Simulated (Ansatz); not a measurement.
`COB(F)OC` + `C[Se][SiH2]Cl` → `COB(F)Cl` + `CO[SiH2][Se]C`  (redistribution)

Program: Ansatz. Geometries: PBE0-D4/def2-TZVP. ΔE: electronic, gas phase. CCSD(T)/CBS adds triple-zeta CCSD(T) − MP2 to the extrapolated MP2 energy (def2 sets, frozen cores). Functionals use def2-TZVPP. For Se outer-core shells are correlated without core-valence functions, which leaves a few kJ/mol of doubt a bond. Scalar relativity is left out up to krypton. Each species was taken in one conformer, which may not be the lowest.

Task: Is it downhill or uphill in electronic energy at CCSD(T)/CBS, and by how much? (An estimate is asked.)

Result: Computed: Uphill: ΔE = +0.50 eV.

Task: What do these levels give: PBE-D4, PBE0-D4, ωB97M-V, B2PLYP, MP2/def2-TZVPP, HF/CBS(def2)? (Best estimate.)

Result: Ansatz gave: PBE-D4 0.47, PBE0-D4 0.51, ωB97M-V 0.50, B2PLYP 0.49, MP2/def2-TZVPP 0.45, HF/CBS(def2) 0.60 eV.

Largest T1 diagnostic among the species: 0.012.

The D4 term adds −0.03 eV with B3LYP and −0.02 eV with PBE0; it sums over pairs of atoms, weighted by their polarisabilities, and B3LYP, whose exchange is more repulsive, gets the larger term. From PBE to PBE0 (25 % exact exchange), in def2-TZVPP and without D4, ΔE moves by +0.04 eV.

B3LYP here is the variant with VWN-RPA as its local correlation; programs differ in this.
